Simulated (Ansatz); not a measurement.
Input file for Ansatz (a program for electronic structure): U-B3LYP/def2-TZVPPD on OH (SMILES [OH]). The basis file is the Basis Set Exchange's JSON of that set.

Ansatz 0.2 input:
```yaml
crystal:
  periodic: [false, false, false]
  atoms:
    - {symbol: O, position_ang: [0.00000000, 0.00000000, 0.48836012]}
    - {symbol: H, position_ang: [-0.00000000, -0.00000000, -0.48836012]}
basis:
  gaussian:
    orbitals: def2-TZVPPD.json
hamiltonian:
  xc: {name: B3LYP}
magnetization: {spin_polarized: true, initial_magnetization: 1}
```

### Question
Predict the final total energy.

### Answer
-75.7716 hartree.
